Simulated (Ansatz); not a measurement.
Mulliken charges of `[SiH3][Sb][Cl]` radical from B3LYP/def2-TZVPP in Ansatz (PBE0-D4/def2-TZVP geometry).

```json
{"atom": "Si1", "x (Å)": "-0.561", "y (Å)": "0.387", "z (Å)": "-0.253", "charge (e)": "0.122"}
{"atom": "Sb2", "x (Å)": "1.788", "y (Å)": "0.352", "z (Å)": "0.808", "charge (e)": "0.364"}
{"atom": "Cl3", "x (Å)": "1.850", "y (Å)": "-2.006", "z (Å)": "0.767", "charge (e)": "-0.346"}
{"atom": "H4", "x (Å)": "-0.519", "y (Å)": "-0.265", "z (Å)": "-1.587", "charge (e)": "-0.041"}
{"atom": "H5", "x (Å)": "-1.519", "y (Å)": "-0.334", "z (Å)": "0.625", "charge (e)": "-0.041"}
{"atom": "H6", "x (Å)": "-0.997", "y (Å)": "1.802", "z (Å)": "-0.405", "charge (e)": "-0.058"}
```

Q: By hand: the dipole of these point charges (1 e Å = 4.8032 D).

A: Σ q r = (0.084, 0.789, 0.061) e Å, of length 0.796 e Å = 3.82 D.

Q: How does the dipole of the full density compare? (An estimate is asked.)

A: Ansatz gave: (-0.046, 0.442, -0.008) e Å, 2.13 D; the point charges give 1.79 times that, at 13° from its direction.

Point charges leave out the atoms' own dipoles, such as those of lone pairs, and Mulliken's split depends on the basis, so the two needn't agree.

B3LYP here is the variant with VWN-RPA as its local correlation; programs differ in this.
